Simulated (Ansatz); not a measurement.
C3H10OSi, SMILES `CCCO[SiH3]`, relaxed with RKS PBE-D4/def2-SVP in Ansatz 0.2.0 from a rough embedded geometry. The force threshold is 0.03 eV/Å; the program also tests the step.

The species carries charge 0 and has multiplicity 1.

Start:

```xyz
15

C    -2.373    0.547    0.134
C    -1.207   -0.430    0.268
C     0.168    0.212   -0.068
O     1.128   -0.909    0.046
Si    2.733   -0.440   -0.282
H    -2.162    1.408    0.881
H    -3.297    0.087    0.420
H    -2.399    0.949   -0.833
H    -1.436   -1.277   -0.370
H    -1.196   -0.858    1.293
H     0.347    1.015    0.642
H     0.112    0.560   -1.078
H     3.619   -1.592   -0.068
H     2.825    0.087   -1.637
H     3.137    0.641    0.654
```

```json
{"step": "1", "energy (eV)": "-13181.7228", "largest force (eV/Å)": "3.398", "largest move (Å)": "0.000"}
{"step": "2", "energy (eV)": "-13182.0838", "largest force (eV/Å)": "1.052", "largest move (Å)": "0.088"}
{"step": "3", "energy (eV)": "-13182.1409", "largest force (eV/Å)": "0.241", "largest move (Å)": "0.067"}
{"step": "4", "energy (eV)": "-13182.1464", "largest force (eV/Å)": "0.086", "largest move (Å)": "0.028"}
{"step": "5", "energy (eV)": "-13182.1489", "largest force (eV/Å)": "0.075", "largest move (Å)": "0.034"}
{"step": "6", "energy (eV)": "-13182.1501", "largest force (eV/Å)": "0.015", "largest move (Å)": "0.029"}
```

End:

```xyz
15

C    -2.379    0.547    0.182
C    -1.221   -0.445    0.279
C     0.122    0.187   -0.065
O     1.152   -0.788    0.041
Si    2.764   -0.425   -0.265
H    -2.241    1.405    0.873
H    -3.345    0.068    0.439
H    -2.477    0.961   -0.843
H    -1.383   -1.307   -0.403
H    -1.151   -0.870    1.303
H     0.322    1.047    0.622
H     0.086    0.609   -1.100
H     3.526   -1.698   -0.055
H     2.954    0.066   -1.680
H     3.270    0.644    0.674
```

Hardware: 4 threads of an Arm Neoverse V2 on a shared host. Wall time 8 s, peak host memory 0.17 GiB.
